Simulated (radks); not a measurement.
Spin polarisation of the 3d6 shell in neutral iron. Start: [Ar] 3d(up 3, down 3) 4s2; electrons of 3d are moved from spin down to spin up, other shells keep equal spins. All-electron calculation, scalar-relativistic Kohn-Sham, PBE, spin-polarised, spherical densities, finite nucleus; Fermi nuclear charge, rms radius of each element as measured or else 0.836 A^(1/3) + 0.57 fm. Program: a radial shooting solver on a logarithmic mesh with Libxc functionals.

moment (Bohr magnetons)  E - E(0) (eV)  e(3d up) (eV)  e(3d down) (eV)  4s down minus up (eV)  3p down minus up (eV)
0                                0.000         -7.505           -7.505                  0.000                  0.000
1                               -0.232         -7.941           -7.015                  0.190                  1.050
2                               -0.926         -8.320           -6.470                  0.381                  2.099
3                               -2.081         -8.639           -5.869                  0.577                  3.148
4                               -3.695         -8.891           -5.209                  0.779                  4.193

At moment 4 the spin-polarisation energy is -3.695 eV and the 3d exchange splitting 3.682 eV, that is 0.921 eV per Bohr magneton; E = -I m^2/4 would give I = 0.924 eV.
